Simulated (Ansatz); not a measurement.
This geometry of GaH3 + H3P (8 atoms, charge 0, multiplicity 1) is a first-order saddle point.

Computed with RKS BHLYP-D4/def2-SVP (Ansatz 0.2.0).

```xyz
8
Properties=species:S:1:pos:R:3
Ga 0.065 -0.261 0.002
H -0.128 0.142 1.662
H 1.507 0.109 -0.407
H -1.325 -0.179 -0.664
P 0.201 -2.663 1.167
H -0.720 -3.019 0.157
H 1.365 -2.801 0.379
H -0.016 -0.937 1.609
```

Question: Which two structures does it join? (They come from a converged band through this point; their orientation in space is the band's.)

Answer: Bonds broken: Ga1–H2, P5–H8. Bonds formed: Ga1–P5, H2–H8. GaH3 + H3P becomes GaH4P + H2.

Initial state:

```xyz
8
Properties=species:S:1:pos:R:3
Ga 0.024 0.178 0.060
H -0.058 0.794 1.496
H 1.415 0.000 -0.634
H -1.291 -0.157 -0.720
P 0.202 -3.093 1.200
H -0.654 -2.834 0.102
H 1.373 -2.637 0.547
H -0.061 -1.860 1.852
```

Final state:

```xyz
8
Properties=species:S:1:pos:R:3
Ga 0.117 -0.711 -0.145
H -0.185 0.664 1.988
H 1.417 0.141 -0.308
H -1.280 -0.150 -0.567
P 0.257 -2.855 0.749
H -0.622 -3.453 -0.186
H 1.448 -3.220 0.076
H -0.203 -0.025 2.297
```

Question: How far does it lie above each of them?

Answer: 126.0 kJ/mol above the first and 138.5 kJ/mol above the second. This is the barrier of this one path; another mechanism may lie lower. The orbitals stay closed-shell, which can raise the energy where a bond breaks towards radicals; this wasn't checked here.

The run took 6 min on 1 thread of Arm Neoverse V1 (shared host), peak memory 0.16 GiB.
